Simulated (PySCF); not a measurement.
`C1=C(Cl)OC(C=O)=C1`, C5H3ClO2

Geometry:
```tsv
atom	x (Å)	y (Å)	z (Å)
O1	2.877	-0.632	0.196
C2	2.082	0.258	0.024
C3	0.643	0.091	0.004
C4	-0.148	-1.028	0.163
C5	-1.481	-0.601	0.048
C6	-1.410	0.751	-0.173
Cl7	-2.641	1.893	-0.403
O8	-0.148	1.180	-0.203
H9	2.397	1.305	-0.139
H10	0.206	-2.023	0.340
H11	-2.370	-1.192	0.117
```

Method used: PySCF, GIAO wB97X-D/pcSseg-1 magnetisability, rotational g tensor and spin-rotation constants, non-relativistic, gas phase. Geometry: GFN2-xTB.

Question: How diamagnetic is it, and how anisotropic?

Answer: Isotropic -1070 × 10⁻³⁰ J/T², or -64.4 × 10⁻⁶ cm³/mol; principal values -1551, -854, -805 × 10⁻³⁰ J/T², anisotropy 722 × 10⁻³⁰ J/T² (root of half the summed squared differences of the principal values). The susceptibility is in cgs units.

Question: Split it along the inertial axes a, b, c into diamagnetic and paramagnetic parts about the centre of mass, with the quadrupole moment.

Answer: 
```
axis  χ (10⁻⁶ cm³/mol)  diamagnetic (10⁻⁶ cm³/mol)  paramagnetic (10⁻⁶ cm³/mol)  summed x² of all electrons (Å²)  quadrupole Θ (D Å)
   a             -50.8                      -290.1                        239.3                            289.6              -14.07
   b             -49.1                     -1275.6                       1226.5                             57.3              +11.98
   c             -93.4                     -1472.1                       1378.7                             11.0               +2.09
```
Anisotropies 2χaa − χbb − χcc = +40.9 and 2χbb − χaa − χcc = +45.9 × 10⁻⁶ cm³/mol. Θ is traceless in Buckingham's convention.

Question: And the rotational g tensor?

Answer: 
```
axis  rotational constant (GHz)        g  nuclear part  electronic part
   a                     6.1508  -0.1070        0.5846          -0.6916
   b                     0.9180  -0.0233        0.5056          -0.5289
   c                     0.7988  -0.0015        0.5159          -0.5174
```
Asymmetric top; isotopes 12C, 35Cl, 1H, 16O; no vibrational averaging.
